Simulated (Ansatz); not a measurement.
## Reading a saddle point

A first-order saddle point of BH₂Cl₃O₂, closed shell, PBE0-D4/def2-TZVP, with one imaginary mode of 1042i cm⁻¹:

B1  (-0.400, -0.542, -0.359)
Cl2  (1.149, 0.306, -1.677)
Cl3  (-0.489, -2.252, -0.720)
Cl4  (-1.854, 0.464, -0.447)
H5  (1.307, 0.087, -0.201)
O6  (0.531, -0.260, 0.768)
O7  (0.318, 0.958, 1.476)
H8  (-0.562, 1.240, 1.160)
(Å)

Computed with Ansatz 0.2.0 (basis: def2-TZVPP and def2-QZVPP); correlated methods freeze the cores. Extrapolation: Hartree–Fock as exp(−7.88 √X), correlation as X^−2.97.

**Question.** Which contacts change along the imaginary mode, and what lies on either side? (Judge from chemistry; the calculation decides.)

**Answer.** By the calculation: The step is BCl₃ ([Cl][B]([Cl])[Cl]) + H₂O₂ ([OH][OH]) → BHCl₂O₂ ([OH][O][B]([Cl])[Cl]) + HCl, with the molecules in contact on both sides. Shortening one way: B1–O6, Cl2–H5; lengthening the same way: B1–Cl2, H5–O6.
```tsv
pair	one side (Å)	saddle (Å)	other side (Å)
B1–O6	1.65	1.49	1.35
Cl2–H5	2.55	1.50	1.29
B1–Cl2	1.80	2.20	3.93
H5–O6	0.97	1.29	2.57
```

**Question.** Which side is lower, and how far does the saddle lie above each? (Judge from chemistry; the value comes from the calculation.)

**Answer.** By the calculation: The side with B1–O6, Cl2–H5 short is lower by 0.144 eV; the saddle lies 1.170 eV above it and 1.025 eV above the other (CCSD(T) at an estimated basis limit (MP2 extrapolated from triple and quadruple zeta, plus CCSD(T) − MP2 in triple zeta); electronic energies).

The T1 diagnostic stays at or below 0.013.

Labels in which every atom is bracketed show which atoms are joined, not bond orders.

For scale, one of the runs: CCSD(T)/def2-TZVPP, 247 basis functions, launched by `ansatz run in.yaml --threads 8 --pin off --events-out ev --progress --plain --max-ram 19148MiB`. The run took 120 s on 8 CPU threads of an Arm Neoverse V1 (shared host), with 5.1 GiB of host memory at its peak.
